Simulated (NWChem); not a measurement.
System meant: C$_{3}$H$_{5}$FSi; SMILES [SiH2]1[C@H](F)C=C1

Here is an NWChem input.

```
start job
memory heap 200 mb stack 900 mb global 1100 mb
geometry units angstroms noautoz
  F      0.379831    -1.913476    -0.245793
  C      0.023414    -0.798790     0.476711
  C     -1.279577    -0.171362     0.044516
  C     -1.043387     1.131381    -0.220359
  Si     0.795018     0.908284     0.009496
  H      0.027174    -1.068142     1.548576
  H     -2.236741    -0.710692    -0.008725
  H     -1.786543     1.889848    -0.476533
  H      1.520782     1.711248     1.044345
  H      1.611652     0.885908    -1.239520
end
basis spherical
  F library def2-svp
  C library def2-svp
  Si library def2-svp
  H library def2-svp
end
dft
  odft
  mult 2
  xc b3lyp
  iterations 150
  mulliken
end
task dft energy
```

End of the output:

```
 ==============================================================================
                                 internuclear angles
 ------------------------------------------------------------------------------
        center 1       |       center 2       |       center 3       |  degrees
 ------------------------------------------------------------------------------
    1 F                |   2 C                |   3 C                |   114.22
    1 F                |   2 C                |   5 Si               |   119.07
    1 F                |   2 C                |   6 H                |   108.12
    3 C                |   2 C                |   5 Si               |    84.73
    3 C                |   2 C                |   6 H                |   112.45
    5 Si               |   2 C                |   6 H                |   116.67
    2 C                |   3 C                |   4 C                |   107.83
    2 C                |   3 C                |   7 H                |   124.14
    4 C                |   3 C                |   7 H                |   128.01
    3 C                |   4 C                |   5 Si               |    91.88
    3 C                |   4 C                |   8 H                |   126.65
    5 Si               |   4 C                |   8 H                |   141.46
    2 C                |   5 Si               |   4 C                |    75.04
    2 C                |   5 Si               |   9 H                |   120.04
    2 C                |   5 Si               |  10 H                |   114.08
    4 C                |   5 Si               |   9 H                |   119.90
    4 C                |   5 Si               |  10 H                |   115.96
    9 H                |   5 Si               |  10 H                |   108.73
 ------------------------------------------------------------------------------
                            number of included internuclear angles:         18
 ==============================================================================

 Summary of "ao basis" -> "" (spherical)
 ------------------------------------------------------------------------------
       Tag                 Description            Shells   Functions and Types
 ---------------- ------------------------------  ------  ---------------------
 F                          def2-svp                 6       14   3s2p1d
 C                          def2-svp                 6       14   3s2p1d
 Si                         def2-svp                 8       18   4s3p1d
 H                          def2-svp                 3        5   2s1p

                                 NWChem DFT Module
                                 -----------------

 Summary of "ao basis" -> "ao basis" (spherical)
 ------------------------------------------------------------------------------
       Tag                 Description            Shells   Functions and Types
 ---------------- ------------------------------  ------  ---------------------
 F                          def2-svp                 6       14   3s2p1d
 C                          def2-svp                 6       14   3s2p1d
 Si                         def2-svp                 8       18   4s3p1d
 H                          def2-svp                 3        5   2s1p

  number of electrons :                   46
  multiplicity        :                    2
 ------------------------------------------------------------------------
  no. of electrons and multiplicity not compatible                  46
 ------------------------------------------------------------------------
 ------------------------------------------------------------------------
  current input line :
    28: task dft energy
 ------------------------------------------------------------------------
 ------------------------------------------------------------------------
 There is an error in the input file
 ------------------------------------------------------------------------
 For more information see the NWChem manual at https://nwchemgit.github.io

0: no. of electrons and multiplicity not compatible:Received an Error in Communication
```

Q: What is wrong, and how is it mended?

A: The input was rejected before any calculation. Cause: the multiplicity doesn't fit the number of electrons (an even count wants an odd multiplicity, and the reverse). This input runs:
```
start job
memory heap 200 mb stack 900 mb global 1100 mb
geometry units angstroms noautoz
  F      0.379831    -1.913476    -0.245793
  C      0.023414    -0.798790     0.476711
  C     -1.279577    -0.171362     0.044516
  C     -1.043387     1.131381    -0.220359
  Si     0.795018     0.908284     0.009496
  H      0.027174    -1.068142     1.548576
  H     -2.236741    -0.710692    -0.008725
  H     -1.786543     1.889848    -0.476533
  H      1.520782     1.711248     1.044345
  H      1.611652     0.885908    -1.239520
end
basis spherical
  F library def2-svp
  C library def2-svp
  Si library def2-svp
  H library def2-svp
end
dft
  xc b3lyp
  iterations 150
  mulliken
end
task dft energy
```
It converges to -506.36450 Ha (B3LYP/def2-SVP).
